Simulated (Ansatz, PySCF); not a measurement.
germylsulfanylgermane (Ge2H6S), SMILES [GeH3][S][GeH3]. Atoms are numbered in the order given.

```xyz
9

Ge     1.6927    -0.2467     0.0442
S      0.0036    -0.4092    -1.4312
Ge    -1.6999     0.2000    -0.0958
H      2.9611    -0.6345    -0.7347
H      1.7996     1.1980     0.5750
H      1.4630    -1.2114     1.2261
H     -1.8184    -0.7738     1.0951
H     -2.9593     0.1366    -0.9766
H     -1.4766     1.6321     0.4332
```

Coordinates come from a B3LYP-D3(BJ)/def2-SVP optimisation.

Two levels are set side by side: PBE-D3(BJ)/def2-SVP (Ansatz, a first-principles code) and B3LYP-D3(BJ)/def2-SVP (Ansatz). Each level has its own optimised geometry; the coordinates shown are those of the second. Frequencies come from the Hessian of PySCF at each geometry. Differences are taken from unrounded values.

```json
[
 {"quantity": "mean bond length (Å)", "B3LYP-D3(BJ)": "1.718"},
 {"quantity": "bond Ge1–S2 (Å)", "B3LYP-D3(BJ)": "2.249"},
 {"quantity": "bond S2–Ge3 (Å)", "B3LYP-D3(BJ)": "2.249"},
 {"quantity": "bond Ge1–H4 (Å)", "B3LYP-D3(BJ)": "1.538"},
 {"quantity": "bond Ge1–H5 (Å)", "B3LYP-D3(BJ)": "1.543"},
 {"quantity": "bond Ge1–H6 (Å)", "B3LYP-D3(BJ)": "1.543"},
 {"quantity": "bond Ge3–H7 (Å)", "B3LYP-D3(BJ)": "1.543"},
 {"quantity": "bond Ge3–H8 (Å)", "B3LYP-D3(BJ)": "1.538"},
 {"quantity": "bond Ge3–H9 (Å)", "B3LYP-D3(BJ)": "1.543"},
 {"quantity": "highest harmonic wavenumber (cm⁻¹)", "B3LYP-D3(BJ)": "2153"},
 {"quantity": "mean harmonic wavenumber (cm⁻¹)", "B3LYP-D3(BJ)": "1013"},
 {"quantity": "zero-point energy (kcal/mol)", "B3LYP-D3(BJ)": "30.41"}
]
```

**Question.** What does PBE-D3(BJ) give, and how far is it from B3LYP-D3(BJ)? (Estimate from the structure and the level; the computed values follow.)

**Answer.** 
```csv
quantity,PBE-D3(BJ),PBE-D3(BJ) minus B3LYP-D3(BJ)
mean bond length (Å),1.725,0.007
bond Ge1–S2 (Å),2.249,0.001
bond S2–Ge3 (Å),2.249,0.001
bond Ge1–H4 (Å),1.547,0.009
bond Ge1–H5 (Å),1.553,0.010
bond Ge1–H6 (Å),1.553,0.010
bond Ge3–H7 (Å),1.553,0.010
bond Ge3–H8 (Å),1.547,0.009
bond Ge3–H9 (Å),1.553,0.010
highest harmonic wavenumber (cm⁻¹),2107,-47
mean harmonic wavenumber (cm⁻¹),984,-29
zero-point energy (kcal/mol),29.55,-0.86
```

Exact exchange shortens and stiffens bonds; PBE has none. Differences between two approximate levels are no errors against the true value.
